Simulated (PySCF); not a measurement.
Species: C6H9ClOSi.
Z-matrix (Å and degrees, GFN2-xTB geometry), rows numbered from 1:
```
O 
C   1  1.2068
C   2  1.4553  1  125.79
C   3  1.3478  2  128.17  1  -175.80
Si  4  1.8960  3   94.29  2   178.11
C   3  1.5150  2  126.58  1     3.29
C   6  1.5242  3  113.94  2   -56.81
C   7  1.5178  6  112.20  3  -172.22
Cl  8  1.7848  7  111.32  6   -62.47
H   2  1.1113  1  120.95  3  -179.54
H   4  1.0788  3  126.56  2    -1.84
H   5  1.4613  4  114.75  3  -109.71
H   5  1.4578  4  117.21  3   113.93
H   6  1.0919  3  110.85  2    65.66
H   7  1.0941  6  109.70  3   -52.57
H   7  1.0927  6  109.36  3    65.70
H   8  1.0910  7  111.05  6    55.89
H   8  1.0899  7  111.36  6   178.86
```

Computed at PBE0/pcSseg-1 (PySCF, non-relativistic), with Q(17O) = −0.0256 b, Q(35Cl) = −0.0817 b: O1, 17O (I = 5/2): χzz = 12.53 MHz, η = 0.553; Cl9, 35Cl (I = 3/2): χzz = -74.49 MHz, η = 0.020.

(1) Find the zero-field quadrupole resonance frequencies of 17O at O1.

(2) Find the zero-field quadrupole resonance frequencies of 35Cl at Cl9.

(3) Apply the simplest Townes–Dailey estimate (no s hybridisation, no π bonding), ionic character = 1 − χzz/χ0, where χ0 is the coupling for one missing p electron along the bond: −109.74 MHz for 35Cl.

Answers

(1) From the eigenvalues of H = χ/[4I(2I − 1)] × [3Iz² − I(I + 1) + η(Ix² − Iy²)], steps between neighbouring levels, labelled as for η = 0: ±1/2↔±3/2 2.421 MHz, ±3/2↔±5/2 3.568 MHz (aldehyde oxygen).

(2) From ν = (|χ|/2)√(1 + η²/3): ν = 37.25 MHz (alkyl chlorine). For 37Cl the ratio of quadrupole moments, 0.7881, gives 29.35 MHz.

(3) Cl9 on C8: 1 − (-74.49)/(-109.74) = 0.32. In this model a purely covalent bond gives χ0 and a free halide ion gives zero; s hybridisation or π bonding, where present, is counted here as ionic character.

In a crystal, neighbours and librations shift these lines. One conformer (not necessarily the lowest) at the GFN2-xTB geometry, without solvent, vibrations or thermal averaging. GFN2-xTB bond lengths can be off by several hundredths of an ångström, more for odd bonds, and the gradients follow them. These gradients aren't converged with respect to the basis.
